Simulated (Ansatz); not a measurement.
The cluster SbTe4. Total charge 0; doublet. Geometry PBE-D4/def2-SVP; atoms count from 1.

```
atom    x (Å)    y (Å)    z (Å)
 Sb1   0.8608   0.2682   1.1166
 Te2   1.3214  -2.0817   2.1244
 Te3   1.2242   0.1278  -1.8774
 Te4  -2.0998   0.5330   0.5879
 Te5  -1.3066   1.1527  -1.9515
```

In the def2 sets Sb, Te take a core potential; there is no spin–orbit coupling. Another isomer (doublet) lies 0.62 eV lower at PBE0-D4/def2-TZVP; other spin states weren't run for this one.

Question: Estimate the Mulliken populations from the PBE0/def2-TZVP orbitals of Ansatz.

Answer: 
| atom | charge (e) | spin (α − β) |
| --- | --- | --- |
| Sb1 | 0.30 | 0.00 |
| Te2 | -0.29 | 0.03 |
| Te3 | -0.07 | 0.31 |
| Te4 | -0.07 | 0.31 |
| Te5 | 0.13 | 0.36 |
Mulliken values and Mayer orders depend strongly on the basis.

Question: Where does the spin sit?

Answer: Summed by element: Sb 0.00, Te 1.00, of 1 unpaired in all. Largest on single atoms: Te5 0.36, Te3 0.31, Te4 0.31.

Question: And the Mayer bond orders between bonded heavy atoms (over 0.3)?

Answer: Sb1–Te2 1.86 (2.60 Å); Sb1–Te3 0.72 (3.02 Å); Sb1–Te4 0.72 (3.02 Å); Te3–Te5 1.27 (2.73 Å); Te4–Te5 1.27 (2.73 Å).
